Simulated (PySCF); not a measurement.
**Spin states of GaC⁺**

Unrestricted PBE0; Ga cc-pVDZ-PP with ECP10, C cc-pVDZ; scalar-relativistic core potentials (PySCF 2.14). Outer shells of the fragments: Ga+ 3d10 4s2; C 2s2 2p2.

Followed along the bond (rough minima from three points):

```
2Ms+1  unpaired  ⟨S²⟩ at the start  R at minimum (Å)  Te (eV)
    3  σ ↑, π ↑               2.01              2.64     0.00
    3      π ↑↑               2.10              2.10     0.12
    1  σ ↓, π ↑               1.02              2.58     0.38
    1      π ↑↓               1.00              2.13     0.57
```

Solutions found at the starting distance of 2.015 Å, counted from the lowest of them; the search is not exhaustive and high or unbound solutions are not listed, so other states can lie among these:

```
2Ms+1    unpaired   term  E (eV)  ⟨S²⟩  ⟨Lz²⟩  μ (D)
    3        π ↑↑    ³Σ⁻    0.00  2.10   0.00  -0.92
    3    σ ↑, π ↑     ³Π    0.45  2.01   1.00   0.91
    1        π ↑↓  mixed    0.46  1.00   2.01  -0.97
    1    σ ↓, π ↑  mixed    0.72  1.02   1.00   0.68
    1        none  mixed    1.75  0.00   2.00  -0.88
    3  σ ↑↑, π ↑↓  mixed    3.03  3.00   2.01  -1.34
```

A term symbol is given only where ⟨S²⟩ and ⟨Lz²⟩ are close to those of a pure state; real π, δ and φ orbitals otherwise mix terms. A positive dipole points towards C; it is taken about the centre of mass and depends on that origin.

Question: Compare the gap between the two lowest followed solutions at the starting distance with the gap between their minima.

Answer: At PBE0 the second solution (triplet, unpaired electrons π ↑↑) lies -0.45 eV from the first (triplet, unpaired electrons σ ↑, π ↑) at 2.015 Å and +0.12 eV at the minima; the two curves relax by different amounts, since their minima lie near 2.10 and 2.64 Å.

Spin–orbit coupling is left out. Counting both spins, an empty level lies below a filled one in some of these solutions, because spin and occupation are held.
